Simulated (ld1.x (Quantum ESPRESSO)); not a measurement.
# Logarithmic derivatives: indium (In), RRKJ

- Element: In (Z = 49)
- Generator: ld1.x (Quantum ESPRESSO) 7.5
- Type: norm-conserving RRKJ (Kleinman–Bylander form)
- Functional: PBEsol
- Relativity: scalar-relativistic
- Frozen core: [Kr]
- Valence charge: 13
- Reference configuration: 4d10 5s2 5p1
- Partial waves: 5p (bound): rc 2.75 bohr; 4d (bound): rc 1.30 bohr; 5s (bound): rc 2.40 bohr
- Local potential: the s channel
- Core correction: none
- rho0: 0.001

The phase is arctan(r·u′/u) with u = r·R(r), unwrapped; energies in Ry, scanned from -3 to 5 Ry. A pole is an energy at which the radial function vanishes at the test radius. The pseudo phase is shifted by a multiple of π to meet the all-electron one at the reference energy, and phase errors are pseudo minus all-electron; the curves can meet again beyond the range given. Levels narrower than the energy grid can be missing from the lists of poles.

```
channel  radius (bohr)  reference energy (Ry)  poles, all-electron  poles, pseudo  unbroken range about the reference energy with phases within 0.05 rad  phase error 1 Ry above the reference energy (rad)
      s           3.01                  -0.61                 0.24     0.23, 4.83                                                              below 1.7                                             -0.005
      p           3.01                  -0.19                 1.24           1.22                                                              below 2.9                                             -0.003
      d           3.01                  -1.37          -1.32, 3.08    -1.32, 3.66                                                              below 0.4                                             +0.007
```

Phases in the s channel:

| E (Ry) | all-electron | pseudo |
| --- | --- | --- |
| -3.00 | 1.342 | 1.342 |
| -2.76 | 1.327 | 1.327 |
| -2.52 | 1.308 | 1.308 |
| -2.28 | 1.284 | 1.284 |
| -2.04 | 1.253 | 1.252 |
| -1.80 | 1.207 | 1.206 |
| -1.56 | 1.138 | 1.136 |
| -1.32 | 1.014 | 1.012 |
| -1.08 | 0.744 | 0.741 |
| -0.84 | 0.014 | 0.012 |
| -0.60 | -0.911 | -0.911 |
| -0.36 | -1.289 | -1.290 |
| -0.12 | -1.450 | -1.451 |
| 0.12 | -1.538 | -1.542 |
| 0.36 | -1.598 | -1.603 |
| 0.60 | -1.645 | -1.651 |
| 0.84 | -1.685 | -1.695 |
| 1.08 | -1.724 | -1.740 |
| 1.32 | -1.766 | -1.790 |
| 1.56 | -1.815 | -1.854 |
| 1.80 | -1.877 | -1.945 |
| 2.04 | -1.964 | -2.099 |
| 2.28 | -2.101 | -2.408 |
| 2.52 | -2.345 | -3.082 |
| 2.76 | -2.821 | -3.845 |
| 3.00 | -3.508 | -4.222 |
| 3.24 | -3.994 | -4.399 |
| 3.48 | -4.243 | -4.498 |
| 3.72 | -4.379 | -4.562 |
| 3.96 | -4.463 | -4.608 |
| 4.20 | -4.521 | -4.643 |
| 4.44 | -4.563 | -4.672 |
| 4.68 | -4.595 | -4.698 |
| 4.92 | -4.620 | -4.721 |
